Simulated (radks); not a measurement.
Species: La+. Configuration: [Xe] 5d2 (the NIST ground configuration). Method: scalar-relativistic Kohn-Sham, B86b exchange with PBE correlation, spin-unpolarised, spherical densities, finite nucleus; Fermi nuclear charge, rms radius 4.855 fm; computed with a radial shooting solver on a logarithmic mesh with Libxc functionals.

Unscreened Slater integrals over Kohn-Sham orbitals (eV). Empty in this configuration: 4f.

F0(5d,5d): 8.5488
F2(5d,5d): 4.3580
F4(5d,5d): 2.8453
F0(5d,5p): 10.186
F2(5d,5p): 4.6815
G1(5d,5p): 5.2903
G3(5d,5p): 3.2515
F0(5d,5s): 10.533
G2(5d,5s): 3.2162
F0(5d,4d): 11.356
F2(5d,4d): 2.0246
F4(5d,4d): 0.81565
G0(5d,4d): 0.42220
G2(5d,4d): 0.50461
G4(5d,4d): 0.41484
F0(5d,4f): 10.876
F2(5d,4f): 3.0484
F4(5d,4f): 1.5804
G1(5d,4f): 1.9068
G3(5d,4f): 1.3921
G5(5d,4f): 1.0264
F0(5p,5p): 13.501
F2(5p,5p): 7.2741
F0(5p,5s): 14.437
G1(5p,5s): 9.6507
F0(5p,4d): 16.883
F2(5p,4d): 4.8190
G1(5p,4d): 1.3757
G3(5p,4d): 1.3331
F0(5p,4f): 15.559
F2(5p,4f): 5.9823
G2(5p,4f): 3.7073
G4(5p,4f): 2.7501
F0(5s,5s): 15.656
F0(5s,4d): 19.129
G2(5s,4d): 2.1400
F0(5s,4f): 17.310
G3(5s,4f): 4.0101
F0(4d,4d): 31.942
F2(4d,4d): 16.275
F4(4d,4d): 10.882
F0(4d,4f): 25.601
F2(4d,4f): 11.793
F4(4d,4f): 7.4267
G1(4d,4f): 13.879
G3(4d,4f): 8.5901
G5(4d,4f): 6.0404
F0(4f,4f): 21.552
F2(4f,4f): 9.8493
F4(4f,4f): 6.1048
F6(4f,4f): 4.3712

Derived for the open shells (J is the average intra-shell exchange parameter used in DFT+U). 5d: Racah B = F2/49 - 5 F4/441 = 0.05668 eV, C = 35 F4/441 = 0.2258 eV, C/B = 3.98, F4/F2 = 0.653, J = (F2 + F4)/14 = 0.5145 eV.
